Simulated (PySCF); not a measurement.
Field gradients from PBE0/pcSseg-1 densities (PySCF, non-relativistic) at GFN2-xTB geometries, isolated species, one conformer each; χzz is the principal value of largest magnitude, with Q(14N) = 0.02044 b, Q(17O) = −0.0256 b. GFN2-xTB bond lengths can be off by several hundredths of an ångström, more for odd bonds, and the gradients follow them. With so small a basis the couplings can be 20 % off.

Problem. Rank these 14N sites by the size of the quadrupole coupling, smallest first.
A. The silicon-bound nitrogen of `CN(C)[Si@H]1[SiH2][C@H](C)[SiH2]1`
B. The nitrogen bridging silicon atoms of `O=C(O)C1=C[Si@@H](N[SiH3])C=C1`
C. N5 (nitrogen bridging silicon atoms) in `[CH3:1][NH:2][Si@H:3]([F:4])[NH:5][SiH2:6][CH2:7][F:8]`
D. The C=N nitrogen of `C=N[SiH2][C@@H](C)[SiH2]C[SiH3]`
E. The cyano nitrogen of `C[Si@@]([SiH3])(C#N)C[SiH3]`
F. The nitrile nitrogen of `N#CC[Si@@H]([SiH3])C[SiH3]`

Solution. B (3.611 MHz), C (3.835 MHz), F (4.488 MHz), D (4.951 MHz), A (5.211 MHz), E (5.472 MHz).

Problem. These 17O couplings (χzz in MHz, η) are listed in rising order: (-10.41, 0.33); (7.868, 0.44); (9.756, 0.17). Assign them to: O1 (aldehyde oxygen) in `[O:1]=[CH:2][c:3]1[cH:4][cH:5][o:6][c:7]1[N:8]([SiH3:9])[SiH3:10]`; O1 (acid carbonyl oxygen) in `[O:1]=[C:2]([OH:3])[C:4]1=[CH:5][Si@@H:6]([NH:7][SiH3:8])[CH:9]=[CH:10]1`; the silyl ether oxygen of `CO[SiH2]NC(C)(C)C`.

Solution. -10.41 MHz, η 0.33: the silyl ether oxygen of `CO[SiH2]NC(C)(C)C`; 7.868 MHz, η 0.44: O1 (aldehyde oxygen) in `[O:1]=[CH:2][c:3]1[cH:4][cH:5][o:6][c:7]1[N:8]([SiH3:9])[SiH3:10]`; 9.756 MHz, η 0.17: O1 (acid carbonyl oxygen) in `[O:1]=[C:2]([OH:3])[C:4]1=[CH:5][Si@@H:6]([NH:7][SiH3:8])[CH:9]=[CH:10]1`.

All sites together:

```tsv
nucleus	site	Vzz (au)	η	χzz (MHz)
14N	the silicon-bound nitrogen of CN(C)[Si@H]1[SiH2][C@H](C)[SiH2]1	-1.085	0.33	-5.211
14N	the nitrogen bridging silicon atoms of O=C(O)C1=C[Si@@H](N[SiH3])C=C1	-0.752	0.40	-3.611
14N	the C=N nitrogen of C=N[SiH2][C@@H](C)[SiH2]C[SiH3]	-1.031	0.81	-4.951
14N	the nitrile nitrogen of N#CC[Si@@H]([SiH3])C[SiH3]	-0.934	0.11	-4.488
14N	N5 (nitrogen bridging silicon atoms) in [CH3:1][NH:2][Si@H:3]([F:4])[NH:5][SiH2:6][CH2:7][F:8]	-0.798	0.42	-3.835
14N	the cyano nitrogen of C[Si@@]([SiH3])(C#N)C[SiH3]	-1.139	0.01	-5.472
17O	O1 (aldehyde oxygen) in [O:1]=[CH:2][c:3]1[cH:4][cH:5][o:6][c:7]1[N:8]([SiH3:9])[SiH3:10]	-1.308	0.44	7.868
17O	O1 (acid carbonyl oxygen) in [O:1]=[C:2]([OH:3])[C:4]1=[CH:5][Si@@H:6]([NH:7][SiH3:8])[CH:9]=[CH:10]1	-1.622	0.17	9.756
17O	the silyl ether oxygen of CO[SiH2]NC(C)(C)C	1.730	0.33	-10.41
```
